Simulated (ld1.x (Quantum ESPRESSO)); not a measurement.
**V: variants of one TM potential**

Base potential:

V (Z = 23), norm-conserving Troullier–Martins (Kleinman–Bylander form), made with ld1.x (Quantum ESPRESSO) 7.5 (BP86, fully relativistic). Core [Ne] 3s2, reference 3p6 3d3 4s1.5 4p0.5. Waves: 4s (bound): rc 1.90 bohr; 3p (bound): rc 0.85 bohr; 3d (bound): rc 1.55 bohr. Local part: all-electron potential smoothed inside 1.40 bohr (lloc = -2). Core correction: none.

Open shells are filled in proportion to 2j + 1 (rel_dist='average').

Occupied shells without a wave of their own: 4p. They enter only through the test configuration that unscreens the potential.

Cutoffs, loose and tight: the cutoffs (Ry, on a coarse ladder) from which the occupation-weighted sum of valence levels, in a spherical-Bessel basis at the reference potential, stays within 10 and 1 mRy of its value at 400 Ry. They do not see the model core or the augmentation charge, which bear on the density cutoff. Test errors are all-electron minus pseudo excitation energies from the reference, over the configurations 3p6 3d3 4s2 4p0; 3p6 3d3 4s1 4p0; 3p6 3d3 4s0 4p0; 3p6 3d3 4s0 4p2; 3p6 3d1 4s0 4p0; 3p6 3d4 4s1 4p0; 3p5 3d3 4s2 4p0. A dash means not determined; rows that change the core or the reference have their own tests. The largest error is taken over the tests solved by every variant that gives reliable tests at all: 3p5 3d3 4s2 4p0; 3p6 3d1 4s0 4p0; 3p6 3d3 4s0 4p0; 3p6 3d3 4s0 4p2; 3p6 3d3 4s1 4p0; 3p6 3d3 4s2 4p0.

A true bound ghost makes a file unfit for plane-wave use even where its test errors are small: the radial tests pick states by their node count and pass the ghost by. Where a test does run into it, the solver fails or the error is huge.

```tsv
change	outcome	cutoff, loose	cutoff, tight	bound ghosts	largest test error (meV)
base	generated	100 Ry	180 Ry	s	-459
local potential all-electron potential smoothed inside 0.78 bohr (lloc = -2)	generated	100 Ry	180 Ry	s	+133
local potential all-electron potential smoothed inside 0.98 bohr (lloc = -2)	generated	100 Ry	180 Ry	s	+141
local potential all-electron potential smoothed inside 1.22 bohr (lloc = -2)	generated	100 Ry	180 Ry	s	-238
local potential all-electron potential smoothed inside 1.58 bohr (lloc = -2)	generated	100 Ry	180 Ry	s	+1377
local potential all-electron potential smoothed inside 1.78 bohr (lloc = -2)	generated	100 Ry	180 Ry	none	+555
local potential all-electron potential smoothed inside 1.94 bohr (lloc = -2)	generated	100 Ry	180 Ry	none	+346
local potential all-electron potential smoothed inside 2.14 bohr (lloc = -2)	generated, misses its reference levels by 0.18 eV	100 Ry	180 Ry	none	+453
```

(1) What comes out with this change to the base: local potential all-electron potential smoothed inside 1.34 bohr (lloc = -2)?

Results:

(1) outcome: generated; cutoff, loose: 100 Ry; cutoff, tight: 180 Ry; bound ghosts: s; largest test error (meV): -351.

Reading the sweep of the rcloc (base included, trends over the rows without a ghost): Bound ghosts are found at 0.78, 0.98, 1.22, 1.34, 1.4, 1.58 bohr.
